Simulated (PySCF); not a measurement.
F5Si2, SMILES F[Si](F)[Si](F)(F)F, multiplicity 2. Atoms are numbered in the order given.

```xyz
7

F      1.9931     0.2445     1.3039
Si     1.3538    -0.4818     0.0000
F      1.9931     0.2445    -1.3039
Si    -0.9615     0.0086     0.0000
F     -1.3389     1.5707     0.0000
F     -1.6287    -0.6618    -1.2996
F     -1.6287    -0.6618     1.2996
```
Charge 0, spin multiplicity 2.

Coordinates come from a B3LYP-D3(BJ)/def2-SVP optimisation. The isomer is the one that the SMILES or the coordinates give; other isomers of the formula were not compared. Other conformers were not sampled.

Two levels are set side by side: PBE/pcH-1 (PySCF) and PBE0/pcH-1 (PySCF). Contact hyperfine couplings, same geometry. Differences are taken from unrounded values.

```json
[
 {"quantity": "A(iso) of 19F, atom F1 (MHz)", "PBE0": "147.2"},
 {"quantity": "A(iso) of 29Si, atom Si2 (MHz)", "PBE0": "-813.4"},
 {"quantity": "A(iso) of 19F, atom F3 (MHz)", "PBE0": "147.2"},
 {"quantity": "A(iso) of 29Si, atom Si4 (MHz)", "PBE0": "-357.6"},
 {"quantity": "A(iso) of 19F, atom F5 (MHz)", "PBE0": "139.0"},
 {"quantity": "A(iso) of 19F, atom F6 (MHz)", "PBE0": "35.8"},
 {"quantity": "A(iso) of 19F, atom F7 (MHz)", "PBE0": "35.8"}
]
```

Problem. What does PBE give, and how far is it from PBE0? (Estimate from the structure and the level; the computed values follow.)

Solution. 
| quantity | PBE | PBE minus PBE0 |
|---|---|---|
| A(iso) of 19F, atom F1 (MHz) | 120.0 | -27.2 |
| A(iso) of 29Si, atom Si2 (MHz) | -749.3 | 64.1 |
| A(iso) of 19F, atom F3 (MHz) | 120.0 | -27.2 |
| A(iso) of 29Si, atom Si4 (MHz) | -362.7 | -5.1 |
| A(iso) of 19F, atom F5 (MHz) | 142.4 | 3.5 |
| A(iso) of 19F, atom F6 (MHz) | 38.9 | 3.1 |
| A(iso) of 19F, atom F7 (MHz) | 38.9 | 3.1 |

Rough cost on one machine, each run with all the roots and properties that it gave: PBE0 against PBE within a factor of 2.
